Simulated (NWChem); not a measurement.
System: SF, doublet; SMILES [S]F

The following NWChem deck was run.

```
start job
memory heap 200 mb stack 900 mb global 1100 mb
geometry units angstroms noautosym nocenter noautoz
  S      0.000000     0.000000    -0.587820
  F      0.000000     0.000000     1.043238
end
basis spherical
  S library iglo-iii
  F library iglo-iii
end
dft
  odft
  mult 2
  xc pbe0
  iterations 150
end
property
  hyperfine
end
task dft property
```

The state is orbitally degenerate and is run as one real component. Structure relaxed at the PBE-D3(BJ)/def2-SVP, spin-unrestricted level. No stability test was run on the SCF state.

Fermi-contact couplings, non-relativistic, static geometry.

Atoms are numbered as in the input.

**Question.** Predict the main results of this run. (PBE0/IGLO-III, spin-unrestricted, contact and dipolar terms.) Quantities: A(iso) 33S atom 1 (MHz); A(iso) 19F atom 2 (MHz); <S²>.

**Answer.** 
```
Quantity                 Value
-----------------------  -----
A(iso) 33S atom 1 (MHz)    8.6
A(iso) 19F atom 2 (MHz)   96.6
<S²>                     0.754
```
